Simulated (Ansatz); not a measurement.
System: BCl₂ (charge -1, singlet). 
Coordinates optimised at B3LYP-D3(BJ)/def2-TZVP (Ansatz, a first-principles code):
```
B
Cl 1 1.9254
Cl 1 1.9254 2 103.35
```
Charge -1, spin multiplicity 1.

Give the harmonic wavenumbers at B3LYP-D3(BJ)/def2-TZVP (Ansatz, finite differences of forces, unscaled).

240, 459, 526 cm⁻¹. Zero-point energy 1.8 kcal/mol.

From these and the geometry, give the ideal-gas thermochemistry at 298.15 K and 1 atm (rigid rotor, harmonic oscillator).

Point group C2v, rotational symmetry number 2. Rotational constants 37.79, 3.124, 2.886 GHz. S(trans) 39.12, S(rot) 22.98, S(vib) 3.17, S(elec, spin only) 0.00, S 65.3 cal/(mol K). H(298) - H(0) 2.97 kcal/mol; G - E(el) -14.7 kcal/mol.
